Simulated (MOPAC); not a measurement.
MOPAC input (PM7):

```
PM7 PRECISE GNORM=0.05 LET XYZ GEO-OK AUX(PRECISION=9) THREADS=1
CaS

Ca   -0.00000000 1   -0.00000000 1   -1.03020600 1
S     0.00000000 1    0.00000000 1    1.28775800 1
```

Output:

```
 *******************************************************************************
 **                                                                           **
 **                              MOPAC v23.2.5                                **
 **                                                                           **
 *******************************************************************************
 ** MOPAC's Digital Object Identifier: https://doi.org/10.5281/zenodo.6511958 **
 **                                                                           **
 ** Please cite the open-source release paper for use of this MOPAC version:  **
 ** J. E. Moussa and J. J. P. Stewart (2026)                                  **
 ** MOPAC: An open-source semiempirical molecular orbital program             **
 ** J. Open Source Softw., 11(119), 8025, https://doi.org/10.21105/joss.08025 **
 *******************************************************************************

                              PM7 CALCULATION RESULTS

 *******************************************************************************
 *  PM7        - The PM7 Hamiltonian to be used
 *  GEO-OK     - OVERRIDE INTERATOMIC DISTANCE AND OTHER SAFETY CHECKS
 *  LET        - OVERRIDE SOME SAFETY CHECKS
 *  PRECISE    - TIGHTER CRITERIA TO BE USED
 *  XYZ        - CARTESIAN COORDINATE SYSTEM TO BE USED
 *  GNORM      - EXIT WHEN GRADIENT NORM DROPS BELOW 0.050
 *  AUX        - OUTPUT AUXILIARY INFORMATION
 *******************************************************************************
PM7 PRECISE GNORM=0.05 LET XYZ GEO-OK AUX(PRECISION=9) THREADS=1
 CaS

   ATOM   CHEMICAL          X               Y               Z
  NUMBER   SYMBOL      (ANGSTROMS)     (ANGSTROMS)     (ANGSTROMS)

     1      Ca         -0.00000000  *  -0.00000000  *  -1.03020600  *
     2       S          0.00000000  *   0.00000000  *   1.28775800  *

          CARTESIAN COORDINATES

    NO.       ATOM           X           Y           Z

     1        Ca         -0.0000     -0.0000     -1.0302
     2         S          0.0000      0.0000      1.2878

 General Reference for PM7:
 "Optimization of Parameters for Semiempirical Methods VI: More Modifications to the
 NDDO Approximations and Re-optimization of Parameters", J. J. P. Stewart, J. Mol. Mod., 1:32, 19 (2013)
 https://link.springer.com/article/10.1007/s00894-012-1667-x

           Empirical Formula: Ca S  =     2 atoms

      MOLECULAR POINT GROUP   :   C*v

      RHF CALCULATION, NO. OF DOUBLY OCCUPIED LEVELS = 4

          Geometry optimization using EF

          DIAGONAL MATRIX USED AS START HESSIAN

 CYCLE:     1  GRAD.:    55.936 HEAT:  11.26018
 CYCLE:     2  GRAD.:    28.712 HEAT:  7.631408
 CYCLE:     3  GRAD.:     6.188 HEAT:  6.906227
 CYCLE:     4  GRAD.:     0.459 HEAT:  6.865689
 CYCLE:     5  GRAD.:     0.038 HEAT:  6.865397

     GRADIENT =  0.03805 IS LESS THAN CUTOFF =  0.05000

 -------------------------------------------------------------------------------
 PM7 PRECISE GNORM=0.05 LET XYZ GEO-OK AUX(PRECISION=9) THREADS=1
 CaS

     GEOMETRY OPTIMISED USING EIGENVECTOR FOLLOWING (EF).
     SCF FIELD WAS ACHIEVED

                              PM7 CALCULATION
                                                       MOPAC v23.2.5 Linux

          FINAL HEAT OF FORMATION =          6.86540 KCAL/MOL =      28.72482 KJ/MOL

          COSMO AREA              =        101.47 SQUARE ANGSTROMS
          COSMO VOLUME            =         91.30 CUBIC ANGSTROMS

          GRADIENT NORM           =          0.03805          =       0.02691 PER ATOM
          IONIZATION POTENTIAL    =          7.538232 EV
          HOMO LUMO ENERGIES (EV) =         -7.538 -0.718
          NO. OF FILLED LEVELS    =          4
          MOLECULAR WEIGHT        =         72.1400         POINT GROUP:  C*v

          MOLECULAR DIMENSIONS (Angstroms)

            Atom       Atom       Distance
            S     2   Ca     1     2.11268
            S     2   Ca     1     0.00000
           Ca     1    S     2     0.00000

          SCF CALCULATIONS        =          6

   ATOM   CHEMICAL          X               Y               Z
  NUMBER   SYMBOL      (ANGSTROMS)     (ANGSTROMS)     (ANGSTROMS)

     1      Ca          0.00000000  *   0.00000000  *  -0.92756638  *
     2       S         -0.00000000  *   0.00000000  *   1.18511838  *

                             CARTESIAN COORDINATES

   1   Ca        0.000000000     0.000000000    -0.927566384
   2    S       -0.000000000     0.000000000     1.185118384

           Empirical Formula: Ca S  =     2 atoms

      MOLECULAR POINT GROUP   :   C*v

                  EIGENVALUES
 -24.08560  -9.31877  -7.53823  -7.53823  -0.71767   0.28332   0.28332   1.62306
   1.76955   1.76955   2.08124   2.08124   2.39660

              NET ATOMIC CHARGES AND DIPOLE CONTRIBUTIONS

  ATOM NO.   TYPE          CHARGE      No. of ELECS.   s-Pop       p-Pop       d-Pop
    1         Ca           1.145005        0.8550     0.81825     0.03675
    2          S          -1.145005        7.1450     1.95773     5.10185     0.08542
 DIPOLE           X         Y         Z       TOTAL
 POINT-CHG.     0.000    -0.000   -11.619    11.619
 HYBRID         0.000    -0.000     0.360     0.360
 SUM            0.000    -0.000   -11.259    11.259

          ATOMIC ORBITAL ELECTRON POPULATIONS

     Atom    s        px        py        pz      x^2-y^2     xz        z^2       yz        xy
    1 Ca   0.81825   0.01521   0.01521   0.00632
    2  S   1.95773   1.95261   1.95261   1.19662   0.00000   0.03217   0.02108   0.03217   0.00000

 **********************
 *                    *
 * JOB ENDED NORMALLY *
 *                    *
 **********************

 == MOPAC DONE ==
```

The geometry given is a B3LYP-D3(BJ)/def2-TZVP minimum.
